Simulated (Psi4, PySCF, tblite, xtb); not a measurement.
Two rigid molecules brought together: H2O ··· F4Si (SMILES O and F[Si](F)(F)F). Monomers: optimised at B3LYP-D3(BJ) (def2-TZVP), held rigid. Orientation: lowest of the rigid-body minima from ten starts at GFN2-xTB. Only R, the distance of the centres of mass, is varied, so the lowest point isn't the relaxed dimer.

Geometry at R = 2.78 Å (first 3 atoms: monomer A):
```
8

O     -0.0006     0.3896     0.0000
H     -0.7647    -0.1960     0.0000
H      0.7653    -0.1936     0.0000
F      0.2235     2.7637    -1.2582
Si    -0.0046     1.7178    -2.4031
F      1.1486     0.6568    -2.3785
F     -1.3804     0.9991    -2.1873
F     -0.0106     2.4506    -3.7886
```

GFN2-xTB (tblite); RHF/3-21G = restricted Hartree-Fock/3-21G, no counterpoise correction in PySCF 2.14.0; GFN1-xTB (xtb); SCS-MP2/aug-cc-pVDZ = DF-SCS-MP2/aug-cc-pVDZ, frozen core, counterpoise-corrected (Psi4); HF/aug-cc-pVDZ, counterpoise-corrected (Psi4).

Interaction energies in kJ/mol (negative: bound); R is the distance of the centres of mass, d the H3···F6 distance.

```tsv
R / Å	d / Å	GFN2-xTB	RHF/3-21G	GFN1-xTB	SCS-MP2/aug-cc-pVDZ	HF/aug-cc-pVDZ
2.16	1.96	59.26	11.62	59.86	120.75	120.02
2.41	2.20	-1.78	-43.59	-7.75	43.07	44.04
2.56	2.34	-15.52	-55.34	-22.51	19.27	20.65
2.78	2.55	-20.89	-57.66	-26.75	1.10	2.67
2.94	2.71	-19.82	-53.67	-23.78	-4.89	-3.36
3.17	2.94	-16.20	-44.79	-17.14	-8.07	-6.73
3.50	3.26	-11.19	-30.91	-9.04	-7.82	-6.83
3.76	3.52	-8.27	-21.31	-5.13	-6.43	-5.70
4.26	4.01	-4.89	-9.18	-1.70	-3.84	-3.48
4.98	4.72	-2.55	-2.98	-0.41	-1.74	-1.62
5.95	5.69	-1.22	-1.09	-0.09	-0.67	-0.65
7.32	7.05	-0.54	-0.38	-0.03	-0.22	-0.22
```

Lowest grid point: GFN2-xTB -20.89 kJ/mol at R = 2.78 Å; RHF/3-21G -57.66 kJ/mol at R = 2.78 Å; GFN1-xTB -26.75 kJ/mol at R = 2.78 Å; SCS-MP2/aug-cc-pVDZ -8.07 kJ/mol at R = 3.17 Å; HF/aug-cc-pVDZ -6.83 kJ/mol at R = 3.50 Å.
